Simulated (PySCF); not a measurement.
**How methods differ on the excitation energy of Al⁺**

Al⁺ [Ne] 3s2 (1S) → Al⁺ [Ne] 3p2 (3P), as a difference of total energies. Computed with PySCF 2.14 in aug-cc-pwCVTZ, with the non-relativistic Hamiltonian (point nucleus). Correlated levels: nothing frozen. The calculations carry no spin-orbit coupling.

```
                 method  excitation energy (eV)
                    UHF                  10.670
    MP2 (all electrons)                  11.485
SCS-MP2 (all electrons)                  11.697
   CCSD (all electrons)                  11.605
CCSD(T) (all electrons)                  11.644
```

Problem. How much does correlation contribute at CCSD(T) (all electrons)?

Solution. 11.644 − (10.670) = 0.974 eV, measured against UHF.

Errors of the correlated levels include the incompleteness of this basis.

For comparison: 11.680 eV (measured; NIST levels, between the centres of gravity of the two terms).
